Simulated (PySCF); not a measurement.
# Spinor energies of Ba⁴⁵⁺ (barium, charge +45)

Start: [Ne] 3s1; 3s1/2 filled at m_j = +1/2. Calculated with PySCF 2.14 in an even-tempered Gaussian basis (18 s from 11 bohr⁻², ratio 2.4; 14 p from 14 bohr⁻², ratio 2.4; 4 d from 45 bohr⁻², ratio 2.6; 4 f from 67 bohr⁻², ratio 2.6): generalised Hartree-Fock with the X2C-1e Hamiltonian and a Gaussian nucleus; one run each with spin-orbit coupling (SO) switched off, then screened by Boettger's factors.

```
spinor shell  electrons  ε, spin-free (eV)  ε, screened SO (eV)  weight of nominal j (screened SO)  rms radius, screened SO (bohr)
       1s1/2          2           -40717.4             -40714.0                              1.000                          0.0292
       2s1/2          2            -8941.0              -8940.2                              1.000                           0.116
       2p1/2          2            -8337.9              -8614.8                              1.000                          0.0999
       3s1/2          1            -3642.1              -3642.0                              1.000                           0.277
```

(1) Where does 2p3/2 lie, and what is the 2p spin-orbit splitting (screened SO)?

```tsv
quantity	spin-free	screened SO
E (hartree)	-6150.75768	-6153.27085
M_J	1/2	1/2
⟨J²⟩	0.750	0.750
⟨L²⟩	0.000	0.010
⟨S²⟩	0.750	0.760
```

Each row is a mean over spinors that exchange with the open shell spreads, by up to 11.017 eV (2s1/2).

Breit and QED terms are absent; they matter most for the inner s and p1/2 levels.

Densities and radii are taken from the X2C orbitals without a picture-change correction, which distorts them close to the nucleus.

Without spin-orbit coupling the j labels of p, d and f shells carry no meaning; the spin-free column gives the mean over the occupied spinors of each nl shell.

Answers

(1) At -8215.5 eV, 399.26 eV above 2p1/2.
